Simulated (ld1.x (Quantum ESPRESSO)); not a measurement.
## Transferability test, TM potential for La

lanthanum (La), norm-conserving Troullier–Martins (Kleinman–Bylander form), made with ld1.x (Quantum ESPRESSO) 7.5 (PBE, fully relativistic). Core [Kr] 4d10 5s2, reference 4f0 5p6 5d1 6s2 6p0. Waves: 5p (bound): rc 1.75 bohr; 5d (bound): rc 2.50 bohr; 4f (bound, empty): rc 1.75 bohr; 6s (bound): rc 3.65 bohr. Local part: the s channel. Core correction: a·sin(br)/r model core inside 0.90 bohr.

Open shells are filled in proportion to 2j + 1 (rel_dist='average').

Energies are relative to the spin-unpolarised reference configuration 4f0 5p6 5d1 6s2 6p0; without spin polarisation the order of configurations can differ from experiment.

(1) Give the all-electron excitation energy and the error of the potential for: 4f0 5p6 5d1 6s1 6p0; 4f0 5p6 5d1 6s0 6p0; 4f0 5p6 5d0 6s0 6p0; 4f0 5p6 5d0 6s2 6p1; 4f0 5p6 5d1 6s0 6p1; 4f0 5p6 5d1 6s1 6p1; 4f0 5p6 5d0 6s2 6p0.

Answers

(1)

```tsv
valence configuration	charge	ΔE all-electron (eV)	error AE − PS (meV)
4f0 5p6 5d1 6s1 6p0	+1	5.966	-1.3
4f0 5p6 5d1 6s0 6p0	+2	16.852	-17
4f0 5p6 5d0 6s0 6p0	+3	35.790	+2.1
4f0 5p6 5d0 6s2 6p1	0	2.293	-515
4f0 5p6 5d1 6s0 6p1	+1	8.913	-617
4f0 5p6 5d1 6s1 6p1	0	2.370	-365
4f0 5p6 5d0 6s2 6p0	+1	6.379	-22
```
